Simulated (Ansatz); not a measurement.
A structure relaxed at PBE0-D4/def2-TZVPD, charge -1, multiplicity 1:

| atom | x (Å) | y (Å) | z (Å) |
| --- | --- | --- | --- |
| Cl1 | -2.010 | 0.832 | 0.328 |
| Ga2 | 0.000 | 0.000 | 0.000 |
| Cl3 | 1.442 | 1.643 | -0.245 |
| Cl4 | 0.576 | -1.230 | 1.731 |
| Cl5 | -0.008 | -1.245 | -1.814 |

Give its formula and SMILES.

Cl4Ga, `[Cl][Ga-]([Cl])([Cl])[Cl]`.

Point group (tolerance 0.08 Å, 0.16 Å for H)?

Td.

Summarise the bond lengths by kind.

4 × Cl–Ga 2.200 Å.

Program: Ansatz 0.2.0.
